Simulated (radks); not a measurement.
Values are calculated unless marked as measured or tabulated.
Q: Level of theory: non-relativistic Kohn-Sham, exchange-only LDA, spin-polarised, spherical densities, point nucleus (a radial shooting solver on a logarithmic mesh with Libxc functionals). Response by self-consistent Sternheimer equations with the Hartree and adiabatic exchange-only LDA kernel. Rank C2+, Be, Ne6+, O4+, Mg8+, B+, N3+, F5+ (NIST ground configurations) by static dipole polarisability, largest first.

A: Be 47.13, B+ 10.95, C2+ 4.263, N3+ 2.101, O4+ 1.190, F5+ 0.7387, Ne6+ 0.4901, Mg8+ 0.2478 bohr^3.
